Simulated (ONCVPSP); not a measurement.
## Varying the ONCV potential for Cr

Base potential:

* Element: Cr
* Generator: ONCVPSP 4.0.1
* Type: optimised norm-conserving Vanderbilt (ONCV)
* Functional: PBE
* Relativity: non-relativistic
* Frozen core: [Ar]
* Valence charge: 6
* Reference configuration: 3d5.5 4s0.5
* Partial waves: 4s: rc 2.70 bohr, ncon 5, nbas 9, qcut 3.1 1/bohr, 3 projectors, debl 2.2 Ha; p scattering state at 0.25 Ha: rc 2.75 bohr, ncon 4, nbas 8, qcut 3.3 1/bohr, 2 projectors, debl 3.1 Ha; 3d: rc 2.10 bohr, ncon 4, nbas 9, qcut 6.1 1/bohr, 2 projectors, debl 1.2 Ha
* Local potential: polynomial inside 1.40 bohr (lpopt 2, dvloc0 6 Ha)
* Core correction: Teter function, fcfact 4.5, rcfact 1.4

Cutoffs, loose and tight: the cutoffs (Ha) at which the residual kinetic energy of the hardest occupied pseudo-wave falls to 1 and 0.1 mHa per electron. They do not see the model core or the augmentation charge, which bear on the density cutoff. Test errors are all-electron minus pseudo excitation energies from the reference, over the configurations 3d5 4s1; 3d5 4s0; 3d4 4s0; 3d5 4s0 4p1. A dash means not determined; rows that change the core or the reference have their own tests. The largest error is taken over the tests solved by every variant that gives reliable tests at all: 3d5 4s0; 3d5 4s0 4p1; 3d5 4s1.

A true bound ghost makes a file unfit for plane-wave use even where its test errors are small: the radial tests pick states by their node count and pass the ghost by.

| change | outcome | cutoff, loose | cutoff, tight | bound ghosts | GHOST(+) flags above zero | largest test error (meV) |
| --- | --- | --- | --- | --- | --- | --- |
| base | generated | 17 Ha | 53 Ha | none | s | +3.2 |
| p: qcut 3.1 | generated | 17 Ha | 53 Ha | none | s | +3.5 |
| core correction polynomial model core, fcfact 0.6 | generated | 17 Ha | 53 Ha | none | s | +3.6 |
| local potential polynomial inside 1.40 bohr (lpopt 5, dvloc0 6 Ha) | generated | 17 Ha | 53 Ha | none | s | +3.4 |
| p: nproj 3 | generated | 17 Ha | 53 Ha | none | s | +2.8 |

What comes out with this change to the base: core [Ne] 3s2, valence charge 12; reference 3p6 3d5 4s1; waves now 4s: rc 2.90 bohr, ncon 4, nbas 7, qcut 2.7 1/bohr, 2 projectors, debl 0.8 Ha; 3p: rc 1.15 bohr, ncon 4, nbas 9, qcut 13.3 1/bohr, 3 projectors, debl 3 Ha; 3d: rc 1.05 bohr, ncon 5, nbas 9, qcut 7.7 1/bohr, 1 projector; local potential polynomial inside 1.05 bohr (lpopt 5, dvloc0 0 Ha)?

outcome: generated; cutoff, loose: 258 Ha; cutoff, tight: 286 Ha; bound ghosts: s; GHOST(+) flags above zero: none; largest test error (meV): +28 over the solved tests; 2 of 4 tests not solved or not reliable.

What comes out with this change to the base: core correction Teter function, fcfact 4.5, rcfact 1.66?

outcome: generated; cutoff, loose: 17 Ha; cutoff, tight: 53 Ha; bound ghosts: none; GHOST(+) flags above zero: s; largest test error (meV): -54.
